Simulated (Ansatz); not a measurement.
Process, species as SMILES: CCC(=O)CC -> [CH2]CC(=O)CC + H atom (the C-H bond at the site shown breaks; other sites are not compared here)
Each molecule is optimised on its own at B3LYP-D3(BJ)/def2-TZVP (Ansatz, an electronic-structure program), one conformer each, not searched for the lowest.
Geometry of the first species:
```xyz
16

C     -2.5283     0.1158    -0.3182
C     -1.3083    -0.6836     0.1128
C      0.0027     0.0704    -0.0257
O      0.0467     1.2056    -0.4404
C      1.2553    -0.6830     0.3865
C      2.5375     0.1204     0.2319
H     -2.6258     1.0264     0.2726
H     -2.4482     0.4156    -1.3630
H     -3.4375    -0.4745    -0.1965
H     -1.3959    -1.0058     1.1565
H     -1.2197    -1.6111    -0.4637
H      1.1180    -1.0127     1.4223
H      1.2946    -1.6064    -0.2021
H      3.4009    -0.4699     0.5415
H      2.5042     1.0269     0.8360
H      2.6821     0.4274    -0.8037
```

Wanted: bond dissociation energy (electronic energy difference), in kcal/mol. Correlated levels leave the core frozen unless marked. Open shells are spin-unrestricted. No spin-orbit coupling. No relativistic terms. Basis-set limits of correlation are two-point, X^-3; Hartree-Fock from the larger set. [CCSD(T)-MP2]/basis is that difference in the basis named.

| level | program | bond dissociation energy (kcal/mol) |
|---|---|---|
| HF/cc-pVQZ | Ansatz | 84.2 |

Question: What does RI-MP2/CBS(cc-pVTZ,cc-pVQZ)+[CCSD(T)-MP2]/cc-pVTZ (Ansatz) give?

Answer: 110.5 kcal/mol
